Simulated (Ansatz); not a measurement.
`[NH2][Al]([F])[SiH3]` + H₂O → `[NH2][Al]([OH])[F]` + SiH₄ at 500 K and 1 bar (formal hydrolysis of the Al–Si bond).

Calculated with Ansatz (gas phase, PBE0-D4/def2-TZVP geometries, no zero-point term in ΔE). CCSD(T)/CBS adds triple-zeta CCSD(T) − MP2 to the extrapolated MP2 energy (def2 sets, frozen cores). This one scheme is used for every species. Each species was taken in one conformer, which may not be the lowest.

```tsv
species	CCSD(T)/CBS energy (Eh)	H − E (kJ/mol)	S (J/(mol·K))
`[NH2][Al]([F])[SiH3]`	-688.71365	186.1	417.8
H₂O	-76.37941	73.2	206.3
`[NH2][Al]([OH])[F]`	-473.67557	149.0	366.4
SiH₄	-291.46306	102.4	230.9
```

H − E and S are ideal-gas, rigid-rotor, harmonic terms from PBE0-D4/def2-TZVP, for one conformer and one mirror image of each species. 1 Eh = 2625.50 kJ/mol, R = 8.31446 J/(mol·K).

Q: By hand: ΔE, ΔH, ΔS and ΔG.

A: ΔE = (-473.67557) + (-291.46306) − (-688.71365) − (-76.37941) = -0.04557 Eh = -119.6 kJ/mol. Δ(H − E) = 149.0 + 102.4 − 186.1 − 73.2 = -7.9, so ΔH = -127.5 kJ/mol. ΔS = 366.4 + 230.9 − 417.8 − 206.3 = -26.8 J/(mol·K). ΔG = -127.5 − 500 × (-26.8)/1000 = -114.1 kJ/mol.

Q: By hand: the equilibrium constant, and the temperature at which ΔG would vanish if ΔH and ΔS stayed fixed.

A: log₁₀ K = −ΔG/(RT ln 10) = 11.9. ΔG = 0 at ΔH/ΔS = 4757 K, far beyond where these terms or the molecules hold.

ΔH outweighs TΔS. A doubt of 5 kJ/mol in ΔE shifts log₁₀ K by 0.5 here. Other conformers and mirror images would add mixing entropy, several J/(mol·K) or more a flexible species. Modes under 60 cm⁻¹, often nearly free rotors, make the harmonic entropy too high. These are equilibria of isolated gas molecules and say nothing of rates. Largest T1 diagnostic: 0.013 (customary marks: 0.02 for closed shells, 0.045 for open ones).
